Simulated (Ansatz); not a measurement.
`N/C(Cl)=[CH]/[AlH2]` + `[CH2]1[NH][AlH]1` → `[AlH2][N]1[CH2][AlH]1` + `C=C(N)Cl`  (ligand exchange at the Al–C bond)

Gas-phase electronic energies from Ansatz, PBE0-D4/def2-TZVP geometries. CBS: MP2 limit from def2 TZ/QZ plus the TZ coupled-cluster correction, frozen cores. Each species was taken in one conformer, which may not be the lowest.

```csv
species,MP2/def2-QZVPP energy (Eh)
`N/C(Cl)=[CH]/[AlH2]`,-835.44729
`[CH2]1[NH][AlH]1`,-337.05257
`[AlH2][N]1[CH2][AlH]1`,-579.67478
`C=C(N)Cl`,-592.85580
```

**Question.** Work out ΔE.

**Answer.** ΔE = (-579.67478) + (-592.85580) − (-835.44729) − (-337.05257) = -0.03072 Eh = -80.7 kJ/mol. CCSD(T)/CBS gives -79.9 kJ/mol.

Largest T1 diagnostic among the species: 0.015.

In def2-TZVPP, CCSD(T) changes the Hartree–Fock value by +4.6 kJ/mol (the triples alone add +1.3 kJ/mol) and MP2 by +4.9 kJ/mol.
